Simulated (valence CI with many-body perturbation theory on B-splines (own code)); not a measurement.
Sm13+: calculated level list

Computed by configuration interaction combined with many-body perturbation theory (CI+MBPT): three valence electrons over a frozen Dirac-Fock core [Kr] 4d10, a basis of 7 s, 7 p, 7 d, 7 f, 4 g, 2 h functions for each j, with the one-electron correlation potential Σ1, the two-electron term Σ2, the three-electron term Σ3, Breit, model QED; selected CI, second order for the rest, scaled by the run's own slope (own B-spline code, finite nucleus).

No measured spectrum was set against this ion. As an estimate, terms of the open shell hold to a few per cent of their energy, and close levels can change places; configurations with another count of f electrons can be misplaced by thousands of cm⁻¹.

Levels 1 to 45 of 196, with energies above the lowest level, 4f5s² ²F°_5/2. "Leading %" is the weight of the configuration and term that name the level; weights of strongly mixed levels are sums over their largest components and can fall short. In the jj column 3d3/2^4 stands for four electrons in 3d with j = 3/2.

| No. | Configuration | Term | J | E (eV) | Leading % | Second component | Leading jj | g |
| --- | --- | --- | --- | --- | --- | --- | --- | --- |
| 1 | 4f5s² | ²F° | 5/2 | 0.000 | 98 |  | 4f5/2 5s^2 (98 %) | 0.855 |
| 2 | 4f5s² | ²F° | 7/2 | 0.768 | 98 |  | 4f7/2 5s^2 (98 %) | 1.142 |
| 3 | 4f²5s | ⁴H | 7/2 | 2.605 | 97 |  | 4f5/2^2 5s (87 %) | 0.671 |
| 4 | 4f²5s | ⁴H | 9/2 | 2.886 | 93 | 4 % 4f²5s ²H | 4f5/2^2 5s (55 %) | 0.969 |
| 5 | 4f²5s | ⁴H | 11/2 | 3.308 | 97 |  | 4f5/2 4f7/2 5s (87 %) | 1.131 |
| 6 | 4f²5s | ⁴F | 3/2 | 3.717 | 97 |  | 4f5/2^2 5s (69 %) | 0.408 |
| 7 | 4f²5s | ⁴H | 13/2 | 3.783 | 99 |  | 4f7/2^2 5s (81 %) | 1.229 |
| 8 | 4f²5s | ⁴F | 5/2 | 3.903 | 96 |  | 4f5/2 4f7/2 5s (55 %) | 1.027 |
| 9 | 4f²5s | ⁴F | 7/2 | 4.156 | 96 |  | 4f5/2 4f7/2 5s (94 %) | 1.224 |
| 10 | 4f²5s | ²H | 9/2 | 4.186 | 42 | 32 % 4f²5s ⁴F | 4f5/2 4f7/2 5s (56 %) | 1.087 |
| 11 | 4f²5s | ⁴F | 9/2 | 4.411 | 49 | 47 % 4f²5s ²H | 4f5/2 4f7/2 5s (83 %) | 1.121 |
| 12 | 4f²5s | ²G | 7/2 | 4.942 | 80 | 15 % 4f²5s ²F | 4f5/2 4f7/2 5s (74 %) | 0.928 |
| 13 | 4f²5s | ²H | 11/2 | 5.083 | 96 |  | 4f7/2^2 5s (66 %) | 1.089 |
| 14 | 4f²5s | ²G | 9/2 | 5.297 | 74 | 19 % 4f²5s ⁴F | 4f7/2^2 5s (82 %) | 1.141 |
| 15 | 4f²5s | ²F | 5/2 | 5.300 | 93 |  | 4f5/2 4f7/2 5s (65 %) | 0.875 |
| 16 | 4f²5s | ²F | 7/2 | 5.990 | 84 | 13 % 4f²5s ²G | 4f7/2^2 5s (80 %) | 1.109 |
| 17 | 4f²5s | ²D | 5/2 | 6.848 | 73 | 21 % 4f²5s ⁴P | 4f5/2 4f7/2 5s (59 %) | 1.269 |
| 18 | 4f²5s | ²D | 3/2 | 6.918 | 87 | 7 % 4f²5s ⁴P | 4f5/2 4f7/2 5s (40 %) | 0.870 |
| 19 | 4f²5s | ⁴P | 1/2 | 7.351 | 98 |  | 4f5/2^2 5s (49 %) | 2.655 |
| 20 | 4f²5s | ⁴P | 3/2 | 7.551 | 92 | 6 % 4f²5s ²D | 4f5/2 4f7/2 5s (86 %) | 1.671 |
| 21 | 4f²5s | ²I | 13/2 | 7.804 | 99 |  | 4f5/2 4f7/2 5s (81 %) | 1.077 |
| 22 | 4f²5s | ²I | 11/2 | 7.813 | 99 |  | 4f5/2 4f7/2 5s (79 %) | 0.923 |
| 23 | 4f²5s | ⁴P | 5/2 | 7.897 | 78 | 21 % 4f²5s ²D | 4f7/2^2 5s (79 %) | 1.512 |
| 24 | 4f²5s | ²P | 1/2 | 8.786 | 98 |  | 4f5/2 4f7/2 5s (72 %) | 0.682 |
| 25 | 4f²5s | ²P | 3/2 | 9.090 | 95 |  | 4f7/2^2 5s (49 %) | 1.314 |
| 26 | 4f³ | ⁴I° | 9/2 | 9.812 | 96 |  | 4f5/2^3 (64 %) | 0.733 |
| 27 | 4f³ | ⁴I° | 11/2 | 10.233 | 99 |  | 4f5/2^2 4f7/2 (88 %) | 0.965 |
| 28 | 4f³ | ⁴I° | 13/2 | 10.671 | 99 |  | 4f5/2 4f7/2^2 (80 %) | 1.106 |
| 29 | 4f³ | ⁴I° | 15/2 | 11.116 | 98 |  | 4f7/2^3 (49 %) | 1.197 |
| 30 | 4f³ | ⁴F° | 3/2 | 12.176 | 92 | 7 % 4f³ ²D° | 4f5/2^3 (46 %) | 0.436 |
| 31 | 4f³ | ²H° | 9/2 | 12.282 | 66 | 20 % 4f³ ²G° | 4f5/2^2 4f7/2 (51 %) | 0.984 |
| 32 | 4f³ | ⁴F° | 5/2 | 12.415 | 97 |  | 4f5/2^2 4f7/2 (72 %) | 1.032 |
| 33 | 4f³ | ⁴F° | 7/2 | 12.612 | 88 | 11 % 4f³ ²G° | 4f5/2^2 4f7/2 (61 %) | 1.198 |
| 34 | 4f³ | ⁴S° | 3/2 | 12.625 | 93 | 6 % 4f³ ²P° | 4f5/2^2 4f7/2 (58 %) | 1.941 |
| 35 | 4f³ | ⁴F° | 9/2 | 12.872 | 76 | 18 % 4f³ ²H° | 4f5/2 4f7/2^2 (83 %) | 1.242 |
| 36 | 4f³ | ²H° | 11/2 | 13.005 | 94 | 5 % 4f³ ⁴G° | 4f5/2 4f7/2^2 (68 %) | 1.097 |
| 37 | 4f³ | ²G° | 7/2 | 13.313 | 67 | 23 % 4f³ ⁴G° | 4f5/2^2 4f7/2 (62 %) | 0.944 |
| 38 | 4f³ | ⁴G° | 5/2 | 13.396 | 98 |  | 4f5/2^2 4f7/2 (42 %) | 0.575 |
| 39 | 4f³ | ²K° | 13/2 | 13.650 | 98 |  | 4f5/2^2 4f7/2 (67 %) | 0.935 |
| 40 | 4f²5s | ²S | 1/2 | 13.752 | 98 |  | 4f7/2^2 5s (68 %) | 1.998 |
| 41 | 4f³ | ⁴G° | 7/2 | 13.768 | 76 | 22 % 4f³ ²G° | 4f5/2^2 4f7/2 (49 %) | 0.967 |
| 42 | 4f³ | ⁴G° | 9/2 | 13.867 | 57 | 26 % 4f³ ²G° | 4f5/2 4f7/2^2 (55 %) | 1.142 |
| 43 | 4f³ | ²K° | 15/2 | 14.088 | 93 | 5 % 4f³ ²L° | 4f5/2^2 4f7/2 (48 %) | 1.061 |
| 44 | 4f³ | ²D° | 3/2 | 14.111 | 49 | 39 % 4f³ ²P° | 4f5/2 4f7/2^2 (55 %) | 1.054 |
| 45 | 4f³ | ²G° | 9/2 | 14.161 | 48 | 40 % 4f³ ⁴G° | 4f7/2^3 (60 %) | 1.144 |

Names give the largest LS component (configuration and term), which can be under half, so a name can repeat, a term be missing and a line seem to break the LS rules; names also repeat where a configuration has a term twice.

Where two levels of one J and parity lie close, their mixing, g and order are uncertain.

The ionisation energy to 4f² ³H4 of the next ion comes out as 254.59 eV (NIST: 257 ± 12 eV (theoretical)). All 196 levels together are meant to be complete up to 65.396 eV.
